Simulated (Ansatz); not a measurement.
Total energies of C₈H₈O, SMILES `c1ccc2c(c1)COC2`.

```xyz
17

C     1.162    1.293    1.395
C     0.628    2.101    0.399
C    -0.153    1.555   -0.611
C    -0.391    0.192   -0.601
C     0.142   -0.613    0.393
C     0.924   -0.075    1.399
C    -0.270   -2.026    0.128
O    -1.200   -1.951   -0.939
C    -1.166   -0.669   -1.545
H     1.768    1.735    2.178
H     0.822    3.168    0.412
H    -0.567    2.190   -1.387
H     1.342   -0.703    2.178
H     0.591   -2.650   -0.157
H    -0.757   -2.500    0.987
H    -0.681   -0.723   -2.531
H    -2.194   -0.324   -1.697
```

Total charge 0; spin multiplicity 1. All single points use the PBE0-D4/def2-TZVP geometry. Basis def2-TZVPP, the Gaussian-basis code of Ansatz.

RPA on PBE orbitals: Hartree–Fock energy of these orbitals -382.51368 Eh, correlation -2.36386 Eh (frozen core).

```json
{"functional": "r2SCANh", "energy without D4 (Eh)": "-384.78319", "D4 term (kJ/mol)": "-13.2"}
{"functional": "PBE-QIDH", "energy without D4 (Eh)": "-384.50731", "D4 term (kJ/mol)": "–"}
```

(1) Give the same for LDA (SPW92), PBE, revPBE, BLYP, r2SCAN, B97M-V, PBE0, B3LYP, r2SCAN0, HSE06 (plane-wave form), BHLYP, CAM-B3LYP, LC-ωPBE, ωB97X-V, ωB97M-V, B2PLYP. (Estimate.)

B3LYP takes the VWN-RPA correlation (the form of Gaussian; ORCA's B3LYP/G). HSE06 is the plane-wave form, built on full-range PBE exchange. The double hybrids freeze the cores in their second-order part.

Answers

(1) Computed: 
| functional | energy without D4 (Eh) | D4 term (kJ/mol) |
| --- | --- | --- |
| LDA (SPW92) | -381.63461 | – |
| PBE | -384.53437 | -47.7 |
| revPBE | -384.90534 | -156.5 |
| BLYP | -384.86463 | -105.6 |
| r2SCAN | -384.80101 | -12.6 |
| B97M-V | -385.01773 | – |
| PBE0 | -384.56919 | -40.3 |
| B3LYP | -385.02480 | -76.0 |
| r2SCAN0 | -384.75818 | -14.5 |
| HSE06 (plane-wave form) | -384.54826 | -37.3 |
| BHLYP | -384.79104 | -53.9 |
| CAM-B3LYP | -384.81955 | -40.5 |
| LC-ωPBE | -384.75100 | – |
| ωB97X-V | -384.90961 | – |
| ωB97M-V | -384.87167 | – |
| B2PLYP | -384.69358 | – |

LC-ωPBE has ω = 0.4 bohr⁻¹.
